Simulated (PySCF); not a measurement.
# [PbF3]−: from a saddle point downhill

PySCF 2.14.0, RKS PBE, Pb def2-SVP with ECP60, F def2-SVP; non-relativistic Hamiltonian with scalar-relativistic core potentials where named; density fitting; no spin-orbit coupling. Relaxed within the symmetry of its start, the geometry (D3h) is

```xyz
4

Pb    0.0000    0.0000    0.0000
F     2.2200    0.0000    0.0000
F    -1.1100    1.9226    0.0000
F    -1.1100   -1.9226    0.0000
```

and its lowest harmonic modes are -164, -38, -27, 390, 392, 414 cm⁻¹ (negative: unstable). It was moved along the lowest mode and relaxed again, within the group C3v that the move left.

Question: Where does it end, and how much lower?

Answer: In C3v, 0.938 eV lower, after 7 steps:
```xyz
4

Pb    0.0000    0.0000   -0.6184
F     1.8651    0.0000    0.4333
F    -0.9325    1.6152    0.4333
F    -0.9325   -1.6152    0.4333
```

Question: How do the contacts change?

Answer: 
```tsv
contact	saddle (Å)	end (Å)
Pb1–F2 (F)	2.220	2.141
Pb1–F3 (F)	2.220	2.141
Pb1–F4 (F)	2.220	2.141
```


Question: Is the end a minimum?

Answer: Yes; lowest modes 132, 155, 157, 454, 457, 476 cm⁻¹.

State: singlet.
